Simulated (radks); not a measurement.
Cd4+, 44 electrons, occupied as [Ar] 3d10 4s2 4d10 4p(up 2, down 2) (spins set by hand, not the high-spin state).

All-electron calculation, scalar-relativistic Kohn-Sham, BLYP, spin-polarised, spherical densities, point nucleus. Program: a radial shooting solver on a logarithmic mesh with Libxc functionals.

Energy parts (eV):
total: -152020.710
kinetic: 158203.148
electron-nucleus: -365032.201
Hartree: 58967.796
exchange-correlation: -4159.453

Orbitals (lengths in bohr, moments of r in powers of bohr; <r^-3> diverges for s and p1/2):
[
 {"orbital": "1s", "occ.": "2", "eigenvalue (eV)": "-26593.53", "<r^4>": "4.063e-06", "<r^-3>": "-"},
 {"orbital": "2s", "occ.": "2", "eigenvalue (eV)": "-3999.277", "<r^4>": "0.0007169", "<r^-3>": "-"},
 {"orbital": "2p", "occ.": "6", "eigenvalue (eV)": "-3595.320", "<r^4>": "0.0005143", "<r^-3>": "4071"},
 {"orbital": "3s", "occ.": "2", "eigenvalue (eV)": "-793.6891", "<r^4>": "0.03296", "<r^-3>": "-"},
 {"orbital": "3p", "occ.": "6", "eigenvalue (eV)": "-661.1352", "<r^4>": "0.03508", "<r^-3>": "736.8"},
 {"orbital": "3d", "occ.": "10", "eigenvalue (eV)": "-453.5000", "<r^4>": "0.03295", "<r^-3>": "101.0"},
 {"orbital": "4s", "occ.": "2", "eigenvalue (eV)": "-162.1916", "<r^4>": "1.068", "<r^-3>": "-"},
 {"orbital": "4p", "occ.": "4", "eigenvalue (eV)": "-122.4514", "<r^4>": "1.538", "<r^-3>": "132.0"},
 {"orbital": "4d", "occ.": "10", "eigenvalue (eV)": "-64.3999", "<r^4>": "3.950", "<r^-3>": "12.66"}
]

The highest occupied level is 4d at -64.400 eV. The density falls to 0.001 e/bohr^3 at r = 2.88 bohr. Summed over all electrons, <r^2> = 23.50 bohr^2, which gives a Langevin (diamagnetic) susceptibility term of -18.6 x 10^-6 cm^3/mol.
